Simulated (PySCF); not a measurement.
Geometries of 2 isomers of C3H7F3OSi, from PBE0-D3(BJ)/def2-SVP geometry optimisation, gas phase (PySCF). One conformer each, no zero-point energy, no frequencies.

Question: Which isomer lies lower at this level?
A.
```xyz
15
angstrom
C     -2.428   -0.577    0.500
C     -1.149    0.216    0.400
O     -0.400   -0.246   -0.710
Si     1.058    0.348   -1.204
C      2.393   -0.003    0.150
F      2.523   -1.311    0.411
F      2.082    0.602    1.313
F      3.599    0.452   -0.222
H     -2.208   -1.646    0.637
H     -3.025   -0.465   -0.418
H     -3.031   -0.233    1.354
H     -1.371    1.293    0.281
H     -0.556    0.110    1.326
H      1.043    1.828   -1.391
H      1.457   -0.380   -2.433
```
B.
```xyz
15
angstrom
F     -2.460    1.434    0.424
C     -2.401    0.152    0.041
F     -3.461   -0.470    0.560
F     -2.539    0.133   -1.292
C     -1.118   -0.499    0.476
C      0.118    0.171   -0.094
O      1.247   -0.496    0.400
Si     2.811   -0.039    0.037
H     -1.081   -0.472    1.575
H     -1.148   -1.554    0.168
H      0.081    0.133   -1.199
H      0.125    1.239    0.195
H      3.063   -0.144   -1.434
H      3.699   -0.967    0.785
H      3.054    1.376    0.460
```

Answer: B. That is `FC(F)(F)CCO[SiH3]`, 4.7 kcal/mol below the other.

```
           SMILES                              atoms numbered as above      E (Eh)  relative (kcal/mol)  relative (kJ/mol)  dipole (D)
FC(F)(F)CCO[SiH3]  [F:1][C:2]([F:3])([F:4])[CH2:5][CH2:6][O:7][SiH3:8]  -781.73507                  0.0                0.0        1.63
CCO[SiH2]C(F)(F)F  [CH3:1][CH2:2][O:3][SiH2:4][C:5]([F:6])([F:7])[F:8]  -781.72765                  4.7               19.5        2.05
```

As drawn, the higher has an Si–C bond, which the lower lacks.
